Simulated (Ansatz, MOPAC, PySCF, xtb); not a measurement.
Torsion C1–C2–C3–C4 in C4H6 (SMILES C=CC=C); at each angle all else is relaxed with GFN2-xTB, and the levels are single points there.
Geometry at 180° (charge 0, multiplicity 1):
```xyz
10

C      1.303     1.115     0.642
C      0.506     0.060     0.513
C     -0.507    -0.060    -0.513
C     -1.303    -1.115    -0.642
H      1.235     1.958    -0.028
H      2.049     1.178     1.415
H      0.592    -0.775     1.197
H     -0.592     0.775    -1.197
H     -2.049    -1.178    -1.415
H     -1.235    -1.958     0.028
```

On the grid 0° to 180°, 100° is the highest and 180° the lowest point at MP2/CBS(cc-pVTZ, cc-pVQZ) + ΔCCSD(T)/cc-pVTZ.

The state that PM7 reach isn't checked; PM7 holds dispersion and hydrogen-bond terms.

Programs: Ansatz (Gaussian basis) for Hartree–Fock, density functionals and correlated methods; MOPAC for PM7 (differences of heats of formation); PySCF for the dispersion terms; xtb for the GFN methods. Each number belongs to the level named beside it.

Task: One of these levels gives 5.2 kJ/mol for the energy at 100° less that at 180°. Which one is it?
A) PBE-D4/def2-TZVPP
B) GFN2-xTB
C) PM7
D) HF/cc-pVTZ

Result: C, PM7. The others give 22.6 (GFN2-xTB), 26.1 (HF/cc-pVTZ), 32.1 (PBE-D4/def2-TZVPP)

Ansatz is a program for electronic structure.
